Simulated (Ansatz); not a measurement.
Cartesian coordinates (Å):
```xyz
20

C     -3.1766     0.8597    -0.8481
C     -2.4661     0.3349     0.1661
S     -3.1870    -0.1640     1.7216
C     -1.0007     0.1011     0.0861
C     -0.1618     0.3015     1.1953
C      1.2152     0.0991     1.0936
C      1.8064    -0.3146    -0.1124
Si     3.6656    -0.5646    -0.2530
C      0.9584    -0.5252    -1.2161
C     -0.4168    -0.3268    -1.1205
H     -2.6725     1.1931    -1.7575
H     -4.2590     0.9931    -0.7941
H     -4.3986     0.4015     1.5202
H     -0.5931     0.6327     2.1420
H      1.8378     0.2686     1.9765
H      4.3083     0.5673    -0.9862
H      3.9641    -1.8207    -1.0015
H      4.2584    -0.6433     1.1131
H      1.3745    -0.8665    -2.1687
H     -1.0565    -0.5268    -1.9823
```
Charge 0, spin multiplicity 1.

Level of theory: frozen-core CCSD(T)/cc-pVDZ // B3LYP-D3(BJ)/def2-SVP (Ansatz, an electronic-structure program). The restricted HF reference is unstable towards unrestricted orbitals.

```
Item                           Result
----------------------  -------------
HF energy               -995.22695 Ha
MP2 correlation energy    -1.28730 Ha
```

Estimate the CCSD correlation energy, the (T) correction, the total energy and the T1 diagnostic.


```yaml
CCSD correlation energy: -1.36651 Ha
"(T) correction": -0.05934 Ha
CCSD(T) total energy: -996.65279 Ha
T1 diagnostic: 0.011
```
